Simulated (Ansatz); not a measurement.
Basis-set series for C2HClF2Zr, SMILES `C#[C][Zr]([F])([F])[Cl]`. Total charge 0; spin multiplicity 1. Zr takes the def2 core potential. All single points use the PBE0-D4/def2-TZVP geometry.

Cartesian coordinates in Å:
```
C 0.533 1.699 1.352
C 0.263 0.765 0.623
Zr -0.200 -0.909 -0.673
F -0.233 -2.484 0.361
F 1.145 -1.047 -1.986
Cl -2.279 -0.543 -1.670
H 0.771 2.519 1.993
```

```
functional       basis  functions  energy (Eh)  HOMO (eV)  LUMO (eV)
   PBE0-D4  def2-TZVPP        236   -783.64402      -8.74      -2.46
   PBE0-D4  def2-QZVPP        409   -783.67531      -8.75      -2.46
   ωB97M-V  def2-TZVPP        236   -783.91549     -10.95      -0.39
   ωB97M-V  def2-QZVPP        409   -783.94475     -10.96      -0.40
```

Problem. Give the rows for def2-SVP. (Estimate.)

Solution. Computed: 
```json
{"functional": "PBE0-D4", "basis": "def2-SVP", "functions": "110", "energy (Eh)": "-783.14228", "HOMO (eV)": "-8.73", "LUMO (eV)": "-2.40"}
{"functional": "ωB97M-V", "basis": "def2-SVP", "functions": "110", "energy (Eh)": "-783.40722", "HOMO (eV)": "-10.92", "LUMO (eV)": "-0.29"}
```
